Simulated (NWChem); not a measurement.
**Correlation energy of CHO$_{2}$**

SMILES: O=[C]O
```xyz
4

O     -0.9453     0.6808     0.0000
C     -0.3055    -0.3133     0.0000
O      0.9944    -0.4930     0.0000
H      1.4398     0.3772     0.0000
```
Charge 0, spin multiplicity 2.

All runs are NWChem calculations. All single points use one geometry, from UPBE0/def2-SVP, a minimum by its harmonic frequencies. It is one conformer; others weren't searched.

Basis set: 6-311G**. Each correlation energy counts from its own Hartree-Fock reference.

The correlated methods keep 3 core orbitals frozen. The Pople sets run with spherical d functions. The structure started from a generated list of species. The unpaired electrons of the parent sit in orbitals of symmetry a' (Cs labels of the run); other states weren't searched. The stability of the SCF solutions was not checked. Open-shell Hartree-Fock references start from PBE0 orbitals. Coupled-cluster values serve here as a point of comparison, not as the truth.

### Question
Order these methods by the correlation energy they give, lowest first: UMP2, SCS-UMP2, CCSD on ROHF, CCSD[T] on ROHF, CCSD(T) on ROHF, CCSD on UHF.

### Answer
CCSD[T] on ROHF (-540.1 mHa), CCSD(T) on ROHF (-537.6 mHa), CCSD on ROHF (-517.3 mHa), CCSD on UHF (-513.4 mHa), UMP2 (-507.0 mHa), SCS-UMP2 (-487.4 mHa)
